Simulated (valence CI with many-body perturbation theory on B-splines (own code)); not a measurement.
Results of a calculation; reference values are marked as such.
# Ce XXXVII in three bases

Method: valence CI with perturbative core correlation (CI+MBPT): four valence electrons over a frozen Dirac-Fock core [Ar], a basis of 7 s, 7 p, 8 d, 6 f, 4 g, 1 h functions for each j, with the one-electron correlation potential Σ1 (screened to all orders), the two-electron term Σ2, the three-electron term Σ3, Breit, model QED; selected single and double excitations, second order for the rest, scaled by the run's own slope (own B-spline code, finite nucleus).

No measured spectrum was set against this ion. As an estimate, large intervals hold to a few tenths of a per cent, small ones and those within an open d or f shell to about a per cent. Only levels of the ground parity were solved; by the run's estimate the other parity begins above the list, which can be wrong where configurations are misplaced.

The reference run has the lowest level (3d3/2^4) J=0 and an ionisation energy of 2501.06 eV. Its largest variational space holds 17890 state functions.

Levels are named by their leading jj configuration (3d3/2^4 stands for four electrons in 3d with j = 3/2), which in mixed levels can hold well under half, so a name can repeat and another be missing. Letters in brackets count levels of one name in rising energy.

Changed runs:
A. basis 6 s, 6 p, 5 d, 5 f, 1 g
B. basis 5 s, 5 p, 4 d, 4 f

Excitation energies of the reference run in cm⁻¹, and shifts in cm⁻¹:

| Level | Reference | A | B |
| --- | --- | --- | --- |
| (3d3/2^3 3d5/2) J=1 | 129003 | -229 | -407 |
| (3d3/2^3 3d5/2) J=2 | 192936 | -202 | -219 |
| (3d3/2^3 3d5/2) J=4 | 202193 | +23 | +269 |
| (3d3/2^3 3d5/2) J=3 | 219000 | -110 | +27 |
| (3d3/2^2 3d5/2^2) J=0 [a] | 313836 | -159 | -283 |
| (3d3/2^2 3d5/2^2) J=4 [a] | 328746 | -178 | -113 |
| (3d3/2^2 3d5/2^2) J=2 [a] | 338818 | +5.5 | +416 |
| (3d3/2^2 3d5/2^2) J=3 [a] | 345046 | -119 | +132 |
| (3d3/2^2 3d5/2^2) J=5 | 369296 | -29 | +380 |
| (3d3/2^2 3d5/2^2) J=1 | 383934 | -13 | +368 |
| (3d3/2^2 3d5/2^2) J=6 | 386875 | +47 | +596 |
| (3d3/2^2 3d5/2^2) J=4 [b] | 413086 | +89 | +604 |
| Ionisation energy (eV) | 2501.06 | -0.09 | -0.14 |
